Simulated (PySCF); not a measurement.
## Spinor energies of As⁴⁺ (arsenic, charge +4)

Start: [Ar] 3d10 4s1; 4s1/2 filled at m_j = +1/2. Calculated with PySCF 2.14 in x2c-TZVPPall-2c (6s7p4d1f, 54 functions): generalised Hartree-Fock with the X2C-1e Hamiltonian and a Gaussian nucleus; one run each with spin-orbit coupling (SO) switched off, then screened by Boettger's factors.

```csv
spinor shell,electrons,"ε, spin-free (eV)","ε, screened SO (eV)",weight of nominal j (screened SO),"rms radius, screened SO (bohr)"
1s1/2,2,-11996.4,-11996.1,1.000,0.0524
2s1/2,2,-1623.1,-1623.0,1.000,0.219
2p1/2,2,-1424.6,-1449.7,1.000,0.194
2p3/2,4,-1424.6,-1412.5,1.000,0.197
3s1/2,2,-275.39,-275.38,1.000,0.639
3p1/2,2,-211.70,-215.35,0.999,0.659
3p3/2,4,-211.70,-209.94,1.000,0.669
3d3/2,4,-106.55,-107.03,0.985,0.734
3d5/2,6,-106.55,-106.23,0.990,0.737
4s1/2,1,-61.794,-61.794,1.000,1.82
```

```csv
quantity,spin-free,screened SO
E (hartree),-2255.19099,-2255.28552
M_J,1/2,1/2
⟨J²⟩,0.750,0.750
⟨L²⟩,0.000,0.002
⟨S²⟩,0.750,0.752
```

Each row is a mean over spinors that exchange with the open shell spreads, by up to 0.830 eV (3s1/2).

Without spin-orbit coupling the j labels of p, d and f shells carry no meaning; the spin-free column gives the mean over the occupied spinors of each nl shell.
